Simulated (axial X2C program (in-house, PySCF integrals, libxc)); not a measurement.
MgBi at several levels of theory

All values were computed with an axial X2C code built on PySCF integrals. Spin-free means the one-electron spin-free X2C Hamiltonian; two-component (2c) means X2C with spin–orbit coupling and atomic mean-field two-electron Coulomb and Gaunt terms, so the difference of the two also holds small scalar two-electron terms. Basis: Bi dyall-cv3z [12s14p10d6f1g], Mg dyall-cv3z [9s8p6d3f] (cores contracted in-house); Gaussian nuclei, density fitting, unrestricted open shells. Masses: Bi 208.980 u, Mg 23.985 u.

State, spin-free: M_S = 3/2, Λ = 0 (beyond evenly filled blocks: σα, π+α, π-α); electrons by block: σα: 19, σβ: 18, π+α: 10, π+β: 9, π-α: 10, π-β: 9, δ+α: 4, δ+β: 4, δ-α: 4, δ-β: 4, φ+α: 1, φ+β: 1, φ-α: 1, φ-β: 1. Fragments: Bi + Mg.

State, 2c: Ω = 3/2 (⟨Sz⟩ = 0.86, ⟨Lz⟩ = 0.64 at PBE0); electrons by block: 1/2: 28, -1/2: 28, 3/2: 14, -3/2: 13, 5/2: 5, -5/2: 5, 7/2: 1, -7/2: 1. Fragments: Bi + Mg.

| Hamiltonian | level | Re (Å) | ωe (cm⁻¹) | Be (cm⁻¹) | αe (cm⁻¹) | De (eV) | μ (D) |
| --- | --- | --- | --- | --- | --- | --- | --- |
| spin-free | PBE0 | 2.940 | 185.5 | 0.09063 | 0.000775 | 0.563 | 0.95 |
| spin-free | HF | 3.054 | 122.6 | 0.08399 | 0.00213 | 0.035 | 1.10 |
| spin-free | MP2 | 2.939 | 191.0 | 0.09072 | 0.000914 | 0.254 | n/a |
| spin-free | CCSD | 3.002 | 158.2 | 0.08696 | 0.00116 | 0.216 | n/a |
| spin-free | CCSD(T) | 2.986 | 167.8 | 0.08786 | 0.00102 | 0.279 | n/a |
| spin-free | LDA | 2.888 | 198.7 | 0.09393 | 0.000671 | 0.861 | 1.03 |
| 2c | PBE0 | 2.834 | 180.0 | 0.09757 | 0.000909 | 0.578 | 2.16 |
| 2c | LDA | 2.731 | 214.9 | 0.1051 | 0.000796 | 1.02 | 2.59 |

Correlated methods: 7 electrons correlated (number of frozen shells: Bi 5 s, 4 p, 3 d, 1 f; Mg 2 s, 1 p), 293 virtual spin orbitals or spinors in MP2, 90 natural virtuals in coupled cluster.

Dipoles are positive if Mg is the positive end.

One determinant describes the state; a PBE0 search over occupations chose it and may have missed a lower one. De is counted from the lowest determinant-based energies of the atoms at the same level, without counterpoise correction. Density functionals use the spin component along the axis (collinear). Coupled cluster ran in a truncated set of natural virtual spinors; the MP2 energy of the rest was added. (T) has no such correction and the atoms are truncated less, which lowers De at CCSD(T) by a hundredth of an eV or more. PBE0 can misorder states that lie within some tenths of an eV, so this need not be the ground state of the molecule. The nearest other spin-free determinant of the search, M_S = 1/2, Λ = 0, lies 0.20 eV up at the distance of the search. Without a current term, density functionals place determinants with orbital angular momentum somewhat too high. With several unpaired electrons one determinant need not be a pure state. At some level and bond length an empty orbital lies below a filled one. The determinant is spin-polarised beyond a pure state at some levels (its spin-free form has ⟨S²⟩ too high), which makes Re and μ there less reliable. With the outer-core shells frozen, correlated bond lengths of heavy atoms tend to come out a few hundredths of an ångström too long.

No reliable constants came from CCSD (2c), CCSD(T) (2c), HF (2c), MP2 (2c): no minimum in range, unconverged points, a curve that is not smooth, a change of character along it, or the two Hamiltonians disagreeing along it.

Rough cost a point (2c) on 1 thread(s) of a shared host, integrals apart: PBE0 2.2 s, LDA 0.5 s.

The whole task took 3.2 min on 1 thread of INTEL(R) XEON(R) PLATINUM 8581C CPU @ 2.30GHz (Emerald Rapids) (shared host).
